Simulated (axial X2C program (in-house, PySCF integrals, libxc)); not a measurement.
Ω levels of ONdO⁻ from open-shell CI on f(δφ)2 s1 f(π)0

Calculated with an axial X2C code built on PySCF integrals: two-component X2C with atomic mean-field Coulomb and Gaunt terms, basis O dyall-v2z, Nd dyall-v2z (cores contracted in-house). Orbitals come from Hartree–Fock averaged over the configuration Nd f(δφ)2 s1 f(π)0; CI then distributes these electrons over the f(δφ), s, f(π) shells of Nd.

O–Nd–O held linear, both bonds 1.800 Å (near the minimum of the configuration average).

Active spinors (ω > 0):

```
shell    ω  ε (eV)           character
f(δφ)  3/2    7.92           100% Nd f
f(δφ)  5/2    8.09           100% Nd f
f(δφ)  5/2    8.60           100% Nd f
f(δφ)  7/2    8.80           100% Nd f
    s  1/2    2.32  86% Nd s, 12% Nd d
 f(π)  3/2   13.77            94% Nd f
 f(π)  1/2   13.83            93% Nd f
```

Lowest levels of this model:

| Ω | energy (cm⁻¹) | g∥ | configuration |
| --- | --- | --- | --- |
| 7/2 | 0 | 4.08 | 100% f(δφ)2 s1 |
| 9/2 | 189 | 8.08 | 100% f(δφ)2 s1 |
| 11/2 | 2390 | 12.04 | 100% f(δφ)2 s1 |
| 9/2 | 2417 | 8.03 | 100% f(δφ)2 s1 |
| 13/2 | 4519 | 16.00 | 100% f(δφ)2 s1 |
| 11/2 | 4742 | 12.00 | 100% f(δφ)2 s1 |
| 1/2 | 5242 | 2.01 | 100% f(δφ)2 s1 |
| 3/2 | 6339 | 5.62 | 99% f(δφ)2 s1 |
| 1/2 | 6525 | 1.60 | 99% f(δφ)2 s1 |
| 1/2 | 10990 | 1.20 | 96% f(δφ)2 s1 |
| 3/2 | 11017 | 4.26 | 96% f(δφ)2 s1 |
| 1/2 | 11155 | 1.34 | 96% f(δφ)2 s1 |
| 5/2 | 11283 | 7.94 | 95% f(δφ)2 s1 + 5% f(δφ)1 s1 f(π)1 |
| 3/2 | 11529 | 3.95 | 95% f(δφ)2 s1 |
| 1/2 | 12518 | 1.75 | 97% f(δφ)2 s1 |
| 1/2 | 15422 | 2.00 | 100% f(δφ)2 s1 |
| 3/2 | 18544 | 4.01 | 98% f(δφ)2 s1 |
| 9/2 | 19193 | 10.08 | 91% f(δφ)2 s1 + 9% f(δφ)1 s1 f(π)1 |
| 7/2 | 19196 | 6.08 | 91% f(δφ)2 s1 + 9% f(δφ)1 s1 f(π)1 |
| 13/2 | 26952 | 14.01 | 100% f(δφ)2 s1 |
| 11/2 | 26954 | 10.00 | 100% f(δφ)2 s1 |
| 3/2 | 27868 | 5.95 | 98% f(δφ)2 s1 |
| 11/2 | 27966 | 12.20 | 96% f(δφ)2 s1 |
| 9/2 | 27995 | 8.19 | 97% f(δφ)2 s1 |

g∥ is the magnitude of 2⟨Lz + ge Sz⟩ for the +Ω component.

(1) From Ω and g∥ of the lowest level, whose 2⟨Lz + ge Sz⟩ is positive, find ⟨Sz⟩ and ⟨Lz⟩ (ge = 2.0023).

Occupations of the active spinors in the lowest level by ω, shell by shell in order of energy: -7/2: 0.00; -5/2: 0.00 0.00; -3/2: 0.00 0.00; -1/2: 1.00 0.00; 1/2: 0.00 0.00; 3/2: 1.00 0.00; 5/2: 0.21 0.79; 7/2: 0.00. The leading determinant has weight 0.79 among 26.

This point took 1.5 s on 1 thread of Arm Neoverse V1, on a shared host.

There is no dynamic correlation: spin–orbit spacings and, for f shells, spacings inside one term are the most reliable numbers, splittings between terms come out too wide, and energies between configurations are not reliable, so the lowest level need not be the ground state of the molecule. At most 6 roots were kept for each Ω > 0 (twice that for Ω = 0) within 3.5 eV of the lowest, so higher up levels can be missing between those listed; levels with Ω > 0 are doubly degenerate and listed once, Ω = 0 levels singly. States that fill the shells left empty in the average are placed too high. For an anion, levels above electron detachment are held by the basis set. The molecule was held linear; bending was not examined.

Results:

(1) Ω = ⟨Lz⟩ + ⟨Sz⟩ = 7/2 and ⟨Lz⟩ + ge⟨Sz⟩ = 2.040, so ⟨Sz⟩ = -1.46 and ⟨Lz⟩ = 4.96.
